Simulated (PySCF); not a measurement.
# Trend along group 14: MF molecules

PBE0 with triple-zeta basis sets in PySCF, for the lowest determinant that a PBE0 search found; no spin–orbit coupling. De refers to high-spin ground-configuration atoms. A positive dipole means M(−)F(+).

```
 M         basis  state (unpaired electrons)  Re (Å)  ωe (cm⁻¹)  De (eV)  μ (D)
 C    def2-TZVPP               doublet (π ↑)   1.268       1339     5.84   0.80
Ge    def2-TZVPP               doublet (π ↑)   1.756        669     5.23  -1.81
Sn    def2-TZVPP               doublet (π ↑)   1.947        581     4.86  -2.69
Pb  x2c-TZVPPall               doublet (π ↑)   2.048        526     4.52  -3.52
```

The shortest bond is that of CF (1.268 Å), the longest that of PbF (2.048 Å).

The rows differ in basis set, which adds steps of its own.

Down a group the atoms grow and get heavier, so bonds lengthen and wavenumbers fall; this series shows no clear exception.

Spin–orbit coupling is left out, which matters for elements this heavy, above all for dissociation energies. States were picked by a PBE0 search and need not be the measured ground states.
